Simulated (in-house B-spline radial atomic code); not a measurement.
Relativistic effects in Cu2+, [Ar] 3d9: non-relativistic Hartree-Fock (point nucleus) against Dirac-Hartree-Fock (Fermi nucleus of rms radius 3.8823 fm), both averages of the configuration, computed with a B-spline radial code for spherical atoms.

| orbital | ε NR (Eh) | ε Dirac (Eh) | <r> NR (bohr) | <r> Dirac (bohr) | change of <r> (%) |
| --- | --- | --- | --- | --- | --- |
| 1s1/2 | -329.77 | -333.63 | 0.05288 | 0.0521 | -1.5 |
| 2s1/2 | -41.805 | -42.656 | 0.2376 | 0.2339 | -1.5 |
| 2p1/2 | -36.603 | ? | 0.2075 | ? | ? |
| 2p3/2 | -36.603 | -36.54 | 0.2075 | 0.2072 | -0.2 |
| 3s1/2 | -5.9831 | -6.128 | 0.7197 | 0.71 | -1.3 |
| 3p1/2 | -4.2876 | -4.3944 | 0.7506 | 0.7398 | -1.4 |
| 3p3/2 | -4.2876 | ? | 0.7506 | ? | ? |
| 3d3/2 | -1.4717 | -1.4677 | 0.9001 | 0.9006 | 0.0 |
| 3d5/2 | -1.4717 | -1.455 | 0.9001 | 0.9067 | +0.7 |

**Question.** What happens to 3p3/2?

**Answer.** Its energy goes to -4.292 hartree and <r> to 0.7495 bohr (-0.15 %).

**Question.** What happens to 2p1/2?

**Answer.** Its energy goes to -37.303 hartree and <r> to 0.2039 bohr (-1.74 %).

**Question.** What explains the pattern of contraction and expansion?

**Answer.** Expansion is seen in 3d5/2. The s and p1/2 orbitals contract directly, screen the nucleus better, and so push out orbitals that have little density near the nucleus; spin-orbit coupling adds to this for j = l + 1/2 and opposes it for j = l - 1/2.

**Question.** By how much does the total energy change?

**Answer.** By -14.493 hartree, from -1638.085 to -1652.577.
